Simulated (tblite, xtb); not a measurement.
F (SMILES [F-]), charge -1, singlet. Base run: GFN1-xTB in xtb.

Here is a job for xtb.
```
$ xtb mol.xyz --gfn 1 --chrg -1 --json

# file mol.xyz
1

F      0.00000000     0.00000000     0.00000000
```

Programs used: tblite, xtb; a row that names a program was run with it.

Variants of this job, named by their change:

| change | ΔE vs base (kcal/mol) | SCF cycles |
|---|---|---|
| base | 0.000 | 47 |
| acc = 1000 | 0.000 | 16 |
| etemp = 10 | 0.000 | 47 |
| etemp = 3000 | 0.000 | 47 |
| program = tblite; method = gfn1; option = (--alpb, water) | -73.4 | - |
| program = tblite; method = gfn1; option = (--guess, eeq) | 0.000 | - |
| alpb = dmso | -77.4 | 47 |
| etemp = 5000 | 0.000 | 47 |
| program = tblite; method = gfn1; option = --grad | 0.000 | - |
| program = tblite; method = gfn1; option = --spin-polarized | 0.000 | - |

ALPB and GBSA are two models with their own fitted parameters for each solvent, which aren't always the measured dielectric constant.
